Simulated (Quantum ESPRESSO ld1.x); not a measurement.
Results of a calculation; reference values are marked as such.
All-electron atom: Be+ in 1s1.75 2s1 2p0.25 (fractional occupations, a model configuration). Code: ld1.x of Quantum ESPRESSO 7.5. Model: scalar-relativistic Kohn-Sham, LDA (Slater exchange, Perdew-Zunger correlation), spin-unpolarised, spherical densities, point nucleus; without spin polarisation the odd electron is poorly described.

Radial electron density D(r) = 4 pi r^2 rho(r):

r (bohr)  D(r) (e/bohr)
0.01545         0.08358
0.017            0.1000
0.01887          0.1213
0.02094          0.1469
0.02323          0.1776
0.02578          0.2142
0.02837          0.2542
0.03148          0.3053
0.03493          0.3657
0.03876          0.4366
0.04301          0.5197
0.04773          0.6162
0.05253          0.7186
0.05829          0.8452
0.06468          0.9891
0.07177           1.151
0.07964           1.332
0.08766           1.514
0.09727           1.728
0.1079            1.957
0.1198            2.195
0.1329            2.439
0.1463            2.661
0.1623            2.892
0.1801            3.102
0.1998            3.279
0.2217            3.411
0.2441            3.483
0.2708            3.497
0.3005            3.438
0.3334            3.303
0.37              3.093
0.4105            2.817
0.4519            2.516
0.5014            2.158
0.5564            1.790
0.6174            1.437
0.685             1.122
0.7541           0.8810
0.8367           0.6840
0.9284           0.5569
1.03             0.4946
1.143            0.4844
1.258            0.5063
1.396            0.5457
1.549            0.5833
1.719            0.6036
1.907            0.5966
2.1              0.5627
2.33             0.4989
2.585            0.4148
2.868            0.3218
3.183            0.2317
3.531            0.1538
3.887           0.09751
4.313           0.05433
4.786           0.02733
5.311           0.01231
5.893          0.004927
6.486          0.001890
7.197         0.0005871
7.986         0.0001578

D(r) has 2 maxima, at r = 0.262, 1.77 bohr, and minima at 1.11 bohr, inside which lie 1.83 electrons.
